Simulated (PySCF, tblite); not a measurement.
One entry of a table of gas-phase calculations, keyed by method. Lists by class give the value and the number of equivalent atoms.

```json
{
 "formula": "C4H12FNSi2",
 "smiles": "C[Si@@H](N[SiH3])C1(F)CC1",
 "inchi": "InChI=1S/C4H12FNSi2/c1-8(6-7)4(5)2-3-4/h6,8H,2-3H2,1,7H3/t8-/m1/s1",
 "charge": 0,
 "multiplicity": 1,
 "geometry_level": "GFN2-xTB",
 "atoms_angstrom": [
  ["C", 0.834, -1.828, -0.63],
  ["Si", 0.22, -0.245, 0.22],
  ["N", 1.308, 1.079, 0.007],
  ["Si", 2.993, 1.15, 0.404],
  ["C", -1.419, 0.324, -0.551],
  ["F", -1.241, 1.144, -1.655],
  ["C", -2.618, -0.567, -0.633],
  ["C", -2.642, 0.64, 0.253],
  ["H", 0.177, -2.673, -0.444],
  ["H", 1.822, -2.091, -0.265],
  ["H", 0.905, -1.698, -1.706],
  ["H", -0.015, -0.483, 1.652],
  ["H", 0.961, 1.834, -0.563],
  ["H", 3.792, 0.307, -0.493],
  ["H", 3.123, 0.659, 1.775],
  ["H", 3.378, 2.554, 0.27],
  ["H", -2.549, -1.545, -0.182],
  ["H", -3.203, -0.537, -1.54],
  ["H", -3.24, 1.481, -0.063],
  ["H", -2.592, 0.505, 1.322]
 ],
 "electronic_structure_code": "PySCF",
 "results": {
  "GFN2-xTB geometry": {
   "point_group": "C1",
   "rotational_constants_GHz": [2.538, 0.761, 0.68]
  },
  "PBE0/pcSseg-1 ground state and GIAO shieldings, non-relativistic": {
   "dipole_D": 0.91,
   "homo_eV": -7.25,
   "lumo_eV": 0.36,
   "shift_vs_computed_TMS_C_by_class_ppm": [
    [72.0, 1],
    [13.4, 1],
    [10.1, 1],
    [-0.8, 1]
   ],
   "shift_vs_computed_TMS_H_by_class_ppm": [
    [4.81, 3],
    [4.59, 1],
    [1.15, 1],
    [1.13, 1],
    [0.51, 1],
    [0.44, 1],
    [0.35, 3],
    [0.25, 1]
   ],
   "shielding_other_nuclei_by_class_ppm": [
    ["N", 268.1, 1],
    ["F", 416.4, 1],
    ["Si", 358.0, 1],
    ["Si", 407.1, 1]
   ],
   "charges_hirshfeld_e_by_atom": [-0.22, 0.4, -0.33, 0.35, 0.0, -0.11, -0.1, -0.1, 0.04, 0.04, 0.04, -0.09, 0.11, -0.09, -0.08, -0.08, 0.05, 0.05, 0.05, 0.05]
  },
  "GFN2-xTB harmonic vibrations, gas phase": {
   "strongest_ir_bands_cm-1_km_per_mol_modes": [
    [797.3, 266.7, 1],
    [834.8, 385.7, 1],
    [994.1, 298.0, 1],
    [1202.1, 348.2, 1],
    [2208.4, 447.7, 1],
    [2266.6, 394.8, 1]
   ],
   "zpe_kcal_per_mol": 92.3
  }
 }
}
```

 The zero-point energy, half the sum of the 54 harmonic wavenumbers, equals 32300 cm⁻¹ or 386 kJ/mol. The dipole equals about 3.0 × 10⁻³⁰ C·m (1 D = 3.33564 × 10⁻³⁰ C·m). The rotational constants make it an asymmetric top with κ = (2B − A − C)/(A − C) = -0.91, nearer the prolate limit (−1). With B = h/(8π²I), that is 505.379 GHz u Å² over I, the principal moments of inertia are 199.1, 664.5 and 743.0 u Å² (most abundant isotopes).

One conformer (not necessarily the lowest) at the GFN2-xTB geometry, without solvent or vibrations. NMR classes are plain means over equivalent atoms (diastereotopic ones count apart unless rotation or inversion swaps them), as if these changed places fast; in this geometry the members of some classes differ.

Conformer computed: `[CH3:1][Si@@H:2]([NH:3][SiH3:4])[C:5]1([F:6])[CH2:7][CH2:8]1`: C1–Si2–N3–Si4 -56°, C1–Si2–C5–F6 -87°.
